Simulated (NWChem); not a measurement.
Everything below was run with NWChem. System: Te (+1), charge 1, spin multiplicity 4. Its SCF solution wasn't tested for a lower state. Level: UMP2/def2-SVP with def2 effective core potentials on Te, 4 core orbitals frozen.

Part of the output:

```
             Northwest Computational Chemistry Package (NWChem) 7.3.0
             --------------------------------------------------------

                                NWChem Input Module
                                -------------------

 Scaling coordinates for geometry "geometry" by  1.889725989
 (inverse scale =  0.529177249)

                             Geometry "geometry" -> ""
                             -------------------------

 Output coordinates in angstroms (scale by  1.889725989 to convert to a.u.)

  No.       Tag          Charge          X              Y              Z
 ---- ---------------- ---------- -------------- -------------- --------------
    1 Te                  52.0000     0.00000000     0.00000000     0.00000000

 Effective nuclear repulsion energy (a.u.)       0.0000000000

            Nuclear Dipole moment (a.u.)
            ----------------------------
        X                 Y               Z
 ---------------- ---------------- ----------------
     0.0000000000     0.0000000000     0.0000000000

      Symmetry information
      --------------------

 Group name             D2h
 Group number             26
 Group order               8
 No. of unique centers     1

      Symmetry unique atoms

     1


 Summary of "ao basis" -> "" (spherical)
 ------------------------------------------------------------------------------
       Tag                 Description            Shells   Functions and Types
 ---------------- ------------------------------  ------  ---------------------
 *                          def2-svp                  on all atoms

 Summary of "ao basis" -> "ao basis" (spherical)
 ------------------------------------------------------------------------------
       Tag                 Description            Shells   Functions and Types
 ---------------- ------------------------------  ------  ---------------------
 Te                         def2-svp                10       26   4s4p2d

                                 NWChem SCF Module
                                 -----------------

  ao basis        = "ao basis"
  functions       =    26
  atoms           =     1
  alpha electrons =    13
  beta  electrons =    10
  charge          =   1.00
  wavefunction    = UHF
  use symmetry    = T
  symmetry adapt  = T

 Summary of "ao basis" -> "ao basis" (spherical)
 ------------------------------------------------------------------------------
       Tag                 Description            Shells   Functions and Types
[...]
     2   0 2 0    -15.971942    -11.566309     -4.405632      0.000000
     2   0 1 1      0.000000      0.000000      0.000000      0.000000
     2   0 0 2    -15.971942    -11.566309     -4.405632      0.000000

                   NWChem MP2 Semi-direct Energy/Gradient Module
                   ---------------------------------------------

  Basis functions       =     26
  Molecular orbitals    =     26
  Frozen core           =      4
  Frozen virtuals       =      0
  Active alpha occupied =      9
  Active beta occupied  =      6
  Active alpha virtual  =     13
  Active beta virtual   =     16
  Use MO symmetry       = T
  Use skeleton AO sym   = T

  AO/Fock/Back tols     =   1.0D-09  1.0D-09  1.0D-09

 GA uses MA = F    GA memory limited = T

 Available:
  local mem=  1.26D+08
 global mem=  1.44D+08
 local disk=  0.00D+00
  mp2_memr nvloc                    13
  nvloc new                    13
   1 passes of   9:        2097152                       4362                    140828.
   1 passes of   9: M    126151105           G      144177848           F     124053953.

 Semi-direct pass number   1 of   1  for UHF alpha       at        0.3s
  vrange nnbf                   351
  mp2_eaftype                    10  avail_ma_in_mb                  1099
 EAF : mp2_eaftype filesize          10      70414.
  mp2_eaf for mointskh                     10
Node 0 wrote      0.3 Mb in      0.0 s     Agg I/O rate:  1044.5 Mb/s
 Done moints_semi at        0.5s
  mp2_eaftype                    10  avail_ma_in_mb                  1089
 EAF : mp2_eaftype filesize          10      70414.
  mp2_eaf for kh                    10
 Done maket at        0.5s
 Done multipass loop at        0.5s

 GA uses MA = F    GA memory limited = T

 Available:
  local mem=  1.26D+08
 global mem=  1.44D+08
 local disk=  0.00D+00
  mp2_memr nvloc                    16
  nvloc new                    16
   1 passes of   6:        2097152                       3827                    115767.
   1 passes of   6: M    126151105           G      144177848           F     124053953.

 Semi-direct pass number   1 of   1  for UHF beta        at        0.5s
  vrange nnbf                   351
  mp2_eaftype                    10  avail_ma_in_mb                  1099
 EAF : mp2_eaftype filesize          10      57883.
  mp2_eaf for mointskh                     10
Node 0 wrote      0.3 Mb in      0.0 s     Agg I/O rate:  1409.1 Mb/s
 Done moints_semi at        0.8s
  mp2_eaftype                    10  avail_ma_in_mb                  1089
 EAF : mp2_eaftype filesize          10      57883.
  mp2_eaf for kh                    10
 Done maket at        0.8s
 Done multipass loop at        0.8s

          -------------------------------------------
          SCF energy                -266.714159824474
          Correlation energy          -0.061875610148
          Singlet pairs                0.000000000000
          Triplet pairs                0.000000000000
          Total MP2 energy          -266.776035434621
          -------------------------------------------

          ---------------------------------------------------
                    Spin Component Scaled (SCS) MP2
          Same spin pairs                     -0.018720972488
          Same spin scaling factor             0.333333333333
          Opposite spin pairs                 -0.043154637659
          Opposite spin scaling fact.          1.200000000000
          SCS-MP2 correlation energy          -0.058025889354
          Total SCS-MP2 energy              -266.772185713827
          ---------------------------------------------------

 -----------------------
 Performance information
 -----------------------

 Timer overhead =  1.65D-07 seconds/call

               Nr. of calls         CPU time (s)                 Wall time (s)                GFlops
             ---------------    -------------------     ------------------------------   -------------------
Name         Min   Avg   Max    Min     Avg     Max     Min     Avg     Max   Mx/calls   Min     Max     Sum
mp2: moin     2     2     2   0.48    0.48    0.48     0.48    0.48    0.48    0.24      0.0     0.0     0.0
mp2: make     2     2     2   6.85E-3 6.85E-3 6.85E-3  6.85E-3 6.85E-3 6.85E-3 3.42E-3   0.0     0.0     0.0
mp2: tota     1     1     1   0.52    0.52    0.52     0.52    0.52    0.52    0.52      0.0     0.0     0.0

 The average no. of pstat calls per process was 5.00D+00
 with a timing overhead of 8.23D-07s

 Task  times  cpu:        0.7s     wall:        0.7s

 Total times  cpu:        0.8s     wall:        0.8s
```

Q: Write an NWChem input that would produce this output.

A: One answer among several that fit: 
```
start mol
memory heap 200 mb stack 900 mb global 1100 mb
charge 1
geometry units angstroms nocenter noautoz
  Te     0.000000     0.000000     0.000000
  symmetry group D2h
end
basis spherical
  * library def2-svp
end
ecp
  Te library def2-ecp
end
scf
  uhf
  nopen 3
  maxiter 100
  thresh 1e-7
  semidirect memsize 60000000 filesize 0
  # guess.movecs holds the orbitals of an unrestricted PBE0 run
  vectors input guess.movecs output mol.movecs
end
mp2
  freeze core 4
end
task mp2 energy
```
